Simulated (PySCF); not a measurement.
Ge(H)2(vinyl)(NH2) (C₂H₇GeN), SMILES C=[CH][GeH2][NH2]. Geometry optimised at B3LYP-D3(BJ)/def2-SVP. This is a generated structure with no PubChem entry under its InChIKey; it may be hypothetical. The values are those of a single conformer.

Task: Give the equilibrium geometry at B3LYP-D3(BJ)/def2-SVP (PySCF confirms it by a frequency run) as a Z-matrix. (An estimate is asked for; the answer gives what the named calculation found.)

Result: One answer among several that fit: 
```
Ge
H 1 1.5432
H 1 1.5434 2 111.64
N 1 1.8521 2 107.48 3 -114.90
H 4 1.0191 1 113.75 2 168.81
H 4 1.0194 5 107.89 1 -127.44
C 1 1.9566 2 107.19 3 121.00
C 7 1.3385 1 122.76 2 4.75
H 8 1.0966 7 122.35 1 179.28
H 8 1.0967 9 115.89 7 -179.80
H 7 1.0983 8 118.71 9 0.27
```
